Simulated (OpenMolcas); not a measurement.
**Ni4+, Pd4+, Pt4+: d⁶ down the group**

```json
{
  "Program": "OpenMolcas 26.06",
  "Method": "MS-CASPT2, IPEA 0.25 Eh, imaginary shift 0.1 Eh",
  "Basis": "ANO-RCC-VQZP",
  "Scalar Hamiltonian": "DKH2, point nucleus",
  "Spin-orbit coupling": "RASSI with atomic mean-field integrals over the reference wave functions, term energies averaged over their components"
}
```

Active space for each ion: 6 electrons in 5 orbitals (d); closed shells correlated by CASPT2: Ni4+ 3s 3p; Pd4+ 4s 4p; Pt4+ 5s 5p.

Computed levels in cm-1 above ⁵D₄:

```
                               Level   Ni4+   Pd4+   Pt4+
                                 ⁵D₃    851   2000   7640
                                 ⁵D₁   1802   3820  11050
                                 ⁵D₀   1982   4170  11160
                                 ³H₆  27330  20080  22160
                                 ³H₅  27720  20390  34500
                              ³P₁(1)  28510  25160  42000
                              ³F₂(1)  29940  23380  26550
                                 ³G₅  33490  25390  21690
                                 ³G₄  34250  26890  33760
weight of ⁵D in the lowest level (%)    100     98     80
```

Mixed levels, with the weight of the term that names them: Pt4+ ⁵D₀ (74 %), Pt4+ ³H₅ (52 %), Pt4+ ³P₁(1) (68 %), Pt4+ ³F₂(1) (66 %), Pt4+ ³G₅ (52 %), Pt4+ ³G₄ (58 %).

Measured, with the error of the calculation in %. Measured levels: Ni4+ from Corliss and Sugar, J. Phys. Chem. Ref. Data 10, 197 (1981).

```json
{"Level": "⁵D₃", "Ni4+": "890 (-4.3)"}
{"Level": "⁵D₁", "Ni4+": "1872 (-3.7)"}
{"Level": "⁵D₀", "Ni4+": "2058 (-3.7)"}
{"Level": "³H₆", "Ni4+": "27111 (+0.8)"}
{"Level": "³H₅", "Ni4+": "27578 (+0.5)"}
{"Level": "³P₁(1)", "Ni4+": "28698 (-0.6)"}
{"Level": "³F₂(1)", "Ni4+": "29899 (+0.1)"}
{"Level": "³G₅", "Ni4+": "33256 (+0.7)"}
{"Level": "³G₄", "Ni4+": "34062 (+0.5)"}
```

The fine-structure level ⁵D₀ changes by a factor of 5.63 from Ni4+ to Pt4+.

Without spin-orbit coupling ³H lies 26910, 19090, 17570 cm-1 above ⁵D in that order; the difference to the level ³H₆, of either sign, comes from spin-orbit coupling, which also lowers the zero.

Term energies are means over components that CASPT2 splits; among the terms shown or strongly mixed into the levels shown the widest spread is 1500 cm-1 (5d⁶ ¹I, Pt4+). The CASPT2 spread within a term exceeds the gap to the next term for 5d⁶ ³D and 5d⁶ ¹I, 5d⁶ ¹I and 5d⁶ ¹G(1), so the order of their levels is uncertain (holds for Pt4+). Measured partners are found by configuration, term and J. A level has none where our copy of the source lacks it or the pairing is in doubt (some pairs that miss far off the trend of their configuration count as doubtful), and it then counts in no deviation. Levels of configurations outside the active space are missing.

A number in round brackets counts repeated terms of one configuration in the order of the reference energies.
